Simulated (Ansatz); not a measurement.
**An elementary step**

Start structure (SiHBrCl2, closed shell), relaxed at PBE0-D4/def2-TZVP:

Si1  (0.451, 0.713, -1.113)
Br2  (0.144, -1.554, -1.250)
H3  (0.312, -0.863, 1.527)
Cl4  (0.617, 0.341, 1.856)
Cl5  (-1.524, 1.362, -1.019)
(Å)

The step: SiBrCl + HCl → SiCl₂ + HBr; bonds formed: Si1–Cl4, Br2–H3; bonds broken: Si1–Br2, H3–Cl4. Computed with Ansatz 0.2.0 (basis: def2-TZVPP and def2-QZVPP); correlated methods freeze the cores. Filled d shells of the heavier atoms are correlated. The def2 sets are not built for correlating such inner shells, so the correlated values are less sure here. Extrapolation: Hartree–Fock as exp(−7.88 √X), correlation as X^−2.97. Energies below are by CCSD(T) at an estimated basis limit (MP2 extrapolated from triple and quadruple zeta, plus CCSD(T) − MP2 in triple zeta).

Q: What are the electronic barrier and the energy of the step, from the start structure to the end structure? (To be estimated.)

A: Computed: Barrier 46.0 kJ/mol; step energy -1.2 kJ/mol (downhill); reverse barrier, their difference, 47.2 kJ/mol. Barrier and step energy count from the start structure, the reverse barrier from the end structure.

The saddle point: One imaginary mode of 392i cm⁻¹.
```
   pair  start (Å)  saddle (Å)  end (Å)
Si1–Cl4       3.00        2.35     2.10
 Br2–H3       2.87        1.66     1.42
Si1–Br2       2.29        2.58     3.14
 H3–Cl4       1.28        1.59     3.10
```

Zero-point energy (harmonic, PBE0-D4): ZPE is 27.8 kJ/mol at the start and 21.8 kJ/mol at the saddle, so the barrier goes from 46.0 to 40.0 kJ/mol.

T1 diagnostic: at most 0.011.

For scale, one of the runs: CCSD(T)/def2-TZVPP, 188 basis functions (an equivalent command: `ansatz run in.yaml --threads 4`). Hardware: 4 CPU threads, shared host. Wall time 56 s; peak host memory 1.8 GiB.
